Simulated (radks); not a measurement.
Isoelectronic series with 17 electrons, each ion in its NIST ground configuration. All-electron calculation, scalar-relativistic Kohn-Sham, BLYP, spin-polarised, spherical densities, point nucleus; open shells are filled with parallel spins first (spin-orbit coupling, left out, can overturn this in heavy ions). Program: a radial shooting solver on a logarithmic mesh with Libxc functionals. Total energies (hartree) and orbital eigenvalues (eV):

ion    configuration  E (hartree)    3p down      3p up    3s down      3s up
Cl      [Ne] 3s2 3p5   -461.63719    -8.0032    -8.8418   -20.0250   -20.9761
Ca3+    [Ne] 3s2 3p5   -678.03031   -58.7784   -60.1571   -78.3508   -79.8064
V6+     [Ne] 3s2 3p5   -938.62115  -139.2477  -141.1228  -166.7049  -168.6407
Fe9+    [Ne] 3s2 3p5  -1243.63627  -248.0655  -250.4175  -283.7963  -286.1957
Cu12+   [Ne] 3s2 3p5  -1593.43958  -384.8979  -387.7162  -429.4212  -432.2740
Ge15+   [Ne] 3s2 3p5  -1988.48284  -549.6822  -552.9606  -603.6773  -606.9776
Br18+   [Ne] 3s2 3p5  -2429.29451  -742.4717  -746.2066  -806.8075  -810.5518
Sr21+   [Ne] 3s2 3p5  -2916.47812  -963.3851  -967.5742  -1039.150  -1043.337
Nb24+   [Ne] 3s2 3p5  -3450.71422  -1212.586  -1217.228  -1301.122  -1305.750
Ru27+   [Ne] 3s2 3p5  -4032.76432  -1490.273  -1495.368  -1593.211  -1598.283
Ag30+   [Ne] 3s2 3p5  -4663.47614  -1796.675  -1802.224  -1915.981  -1921.497
Sn33+   [Ne] 3s2 3p5  -5343.79019  -2132.052  -2138.055  -2270.067  -2276.030
I36+    [Ne] 3s2 3p5  -6074.74762  -2496.688  -2503.146  -2656.186  -2662.599
Ba39+   [Ne] 3s2 3p5   -6857.4995  -2890.896  -2897.812  -3075.144  -3082.011
Pr42+   [Ne] 3s2 3p5   -7693.3177  -3315.016  -3322.392  -3527.839  -3535.164
Sm45+   [Ne] 3s2 3p5   -8583.6083  -3769.415  -3777.252  -4015.278  -4023.065
Tb48+   [Ne] 3s2 3p5   -9529.9261  -4254.487  -4262.790  -4538.584  -4546.838
Er51+   [Ne] 3s2 3p5  -10533.9940  -4770.656  -4779.427  -5099.015  -5107.742
Lu54+   [Ne] 3s2 3p5  -11597.7242  -5318.375  -5327.617  -5697.979  -5707.185
W57+    [Ne] 3s2 3p5  -12723.2446  -5898.127  -5907.844  -6337.056  -6346.748
Ir60+   [Ne] 3s2 3p5  -13912.9312  -6510.424  -6520.622  -7018.029  -7028.213
Hg63+   [Ne] 3s2 3p5  -15169.4472  -7155.815  -7166.497  -7742.909  -7753.591
